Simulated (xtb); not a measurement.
xtb input:

```bash
xtb mol.xyz --gfnff --opt tight --chrg 0 --uhf 0
```
mol.xyz:
```
12

O     -1.18455132     1.23902331    -1.03554048
C     -1.66669739     0.13853112    -0.94274031
C     -0.97880012    -1.03044707    -0.28858196
C      0.18456151    -0.63870565     0.61826635
O      0.27194652    -1.12896265     1.72223741
Si     1.52812578     0.63471690     0.04191282
H     -2.67370904    -0.07199844    -1.35390011
H     -1.69644340    -1.64180255     0.26464607
H     -0.58488015    -1.65940836    -1.09974782
H      1.62703953     0.68447331    -1.43256375
H      2.80325863     0.14778592     0.61517548
H      1.19742777     1.95815762     0.60437047
```

Problem. What final total energy does it print?

Solution. -1.79993 Eh (GFN-FF).
